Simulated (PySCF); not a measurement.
## Working out the ionisation energy of F⁺

F⁺ [He] 2s2 2p4 (3P) → F²⁺ [He] 2s2 2p3 (4S). Calculation: PySCF 2.14, in aug-cc-pCVTZ-DK with one added diffuse shell each of s, p, d, f type (8s7p5d3f, 75 functions); scalar relativity by spin-free X2C-1e. Frozen: nothing. Energies in hartree (1 hartree = 27.21139 eV):

```
            part  F⁺ (lower)  F²⁺ (upper)
             UHF  -98.918541   -97.692291
CCSD correlation   -0.220663    -0.172500
             (T)   -0.002553    -0.001440
```

What does Hartree-Fock give?

(-97.692291) − (-98.918541) = 1.226250 hartree = 33.368 eV.

What do CCSD and CCSD(T) give?

The CCSD correlation energies differ by 0.048163 hartree = 1.311 eV and the triples by 0.001113 hartree = 0.030 eV, so CCSD gives 34.679 eV and CCSD(T) 34.709 eV.

Measured between the centres of the two terms (NIST): 34.950 eV, so CCSD(T) (valence and next inner shell) is off by -0.241 eV.

What remains against the reference includes basis incompleteness and higher excitations.
